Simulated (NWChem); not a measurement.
Everything below was run with NWChem. System: H₄BN, charge 0, spin multiplicity 1, displaced from the optimised geometry. Level: RHF/cc-pVDZ, spin-restricted.

The NWChem input:

```
start mol
memory heap 200 mb stack 900 mb global 1100 mb
geometry units angstroms nocenter noautoz noautosym
  B      0.000000     0.000000    -0.776169
  N      0.000000     0.000000     0.611172
  H     -1.057459     0.000000    -1.364498
  H      1.586188     0.000000    -1.658662
  H      0.846359     0.000000     1.165820
  H     -0.846359     0.000000     1.165820
end
basis spherical
  * library cc-pvdz
end
scf
  rhf
  nopen 0
  maxiter 100
  thresh 1e-7
  semidirect memsize 60000000 filesize 0
end
task scf energy
```

NWChem printed:

```
             Northwest Computational Chemistry Package (NWChem) 7.3.0
             --------------------------------------------------------

                                NWChem Input Module
                                -------------------

 Scaling coordinates for geometry "geometry" by  1.889725989
 (inverse scale =  0.529177249)

                             Geometry "geometry" -> ""
                             -------------------------

 Output coordinates in angstroms (scale by  1.889725989 to convert to a.u.)

  No.       Tag          Charge          X              Y              Z
 ---- ---------------- ---------- -------------- -------------- --------------
    1 B                    5.0000     0.00000000     0.00000000    -0.77616900
    2 N                    7.0000     0.00000000     0.00000000     0.61117200
    3 H                    1.0000    -1.05745900     0.00000000    -1.36449800
    4 H                    1.0000     1.58618800     0.00000000    -1.65866200
    5 H                    1.0000     0.84635900     0.00000000     1.16582000
    6 H                    1.0000    -0.84635900     0.00000000     1.16582000

 Effective nuclear repulsion energy (a.u.)      31.0146137954

            Nuclear Dipole moment (a.u.)
            ----------------------------
        X                 Y               Z
 ---------------- ---------------- ----------------
     0.9991529322     0.0000000000    -0.5558836865


 Summary of "ao basis" -> "" (spherical)
 ------------------------------------------------------------------------------
       Tag                 Description            Shells   Functions and Types
 ---------------- ------------------------------  ------  ---------------------
 *                          cc-pvdz                   on all atoms

 Summary of "ao basis" -> "ao basis" (spherical)
 ------------------------------------------------------------------------------
       Tag                 Description            Shells   Functions and Types
 ---------------- ------------------------------  ------  ---------------------
 B                          cc-pvdz                  6       14   3s2p1d
[...]
  ----- ------------  ---------------      ----- ------------  ---------------
    19      0.535814  2 N  py                22      0.439999  2 N  py
     5      0.194347  1 B  py

 Vector    8  Occ=2.000000D+00  E=-3.797751D-01
              MO Center=  9.7D-01,  4.8D-17, -1.3D+00, r^2= 1.9D+00
   Bfn.  Coefficient  Atom+Function         Bfn.  Coefficient  Atom+Function
  ----- ------------  ---------------      ----- ------------  ---------------
    34      0.356016  4 H  s                 35      0.326573  4 H  s
     4      0.289291  1 B  px                 7      0.174150  1 B  px
     3      0.166595  1 B  s                 29     -0.154235  3 H  s

 Vector    9  Occ=0.000000D+00  E= 1.409892D-01
              MO Center= -1.2D-02, -2.9D-16, -7.7D-01, r^2= 2.9D+00
   Bfn.  Coefficient  Atom+Function         Bfn.  Coefficient  Atom+Function
  ----- ------------  ---------------      ----- ------------  ---------------
     8      0.847311  1 B  py                22     -0.447637  2 N  py
     5      0.354033  1 B  py                19     -0.244646  2 N  py

 Vector   10  Occ=0.000000D+00  E= 1.676801D-01
              MO Center=  8.6D-01,  1.5D-17, -1.2D+00, r^2= 3.5D+00
   Bfn.  Coefficient  Atom+Function         Bfn.  Coefficient  Atom+Function
  ----- ------------  ---------------      ----- ------------  ---------------
    35      1.156288  4 H  s                  3     -1.048416  1 B  s
     7     -0.531924  1 B  px                 9      0.490927  1 B  pz
    40      0.425201  5 H  s                 30      0.407562  3 H  s
    45     -0.388610  6 H  s                  4     -0.280348  1 B  px
     6      0.199127  1 B  pz                34      0.176727  4 H  s

 Vector   11  Occ=0.000000D+00  E= 1.782264D-01
              MO Center= -2.2D-01,  3.2D-17,  1.3D+00, r^2= 3.7D+00
   Bfn.  Coefficient  Atom+Function         Bfn.  Coefficient  Atom+Function
  ----- ------------  ---------------      ----- ------------  ---------------
    17      1.386330  2 N  s                 45     -1.141401  6 H  s
    40     -0.791571  5 H  s                 23      0.385667  2 N  pz
    30     -0.225900  3 H  s                  9     -0.201893  1 B  pz
     3      0.160628  1 B  s

 center of mass
 --------------
 x =   0.03467093 y =   0.00000000 z =  -0.04448700

 moments of inertia (a.u.)
 ------------------
          68.691465119420           0.000000000000           4.231000847492
           0.000000000000          86.892218088747           0.000000000000
           4.231000847492           0.000000000000          18.200752969327

  Mulliken analysis of the total density
  --------------------------------------

    Atom       Charge   Shell Charges
 -----------   ------   -------------------------------------------------------
    1 B    5     4.95   2.00  0.57  0.43  1.32  0.50  0.13
    2 N    7     7.11   2.00  0.73  0.55  2.42  1.39  0.02
    3 H    1     1.06   0.74  0.30  0.02
    4 H    1     1.14   0.57  0.57  0.01
    5 H    1     0.87   0.71  0.09  0.06
    6 H    1     0.88   0.71  0.10  0.06

       Multipole analysis of the density wrt the origin
       ------------------------------------------------

     L   x y z        total         open         nuclear
     -   - - -        -----         ----         -------
     0   0 0 0     -0.000000      0.000000     16.000000

     1   1 0 0     -0.463848      0.000000      0.999153
     1   0 1 0     -0.000000      0.000000      0.000000
     1   0 0 1      1.058435      0.000000     -0.555884

     2   2 0 0    -11.120895      0.000000     18.094079
     2   1 1 0     -0.000000      0.000000      0.000000
     2   1 0 1      1.312334      0.000000     -4.242600
     2   0 2 0    -11.429056      0.000000      0.000000
     2   0 1 1     -0.000000      0.000000      0.000000
     2   0 0 2    -11.031723      0.000000     46.274555

 Task  times  cpu:        0.2s     wall:        0.2s

 Total times  cpu:        0.3s     wall:        0.3s
```
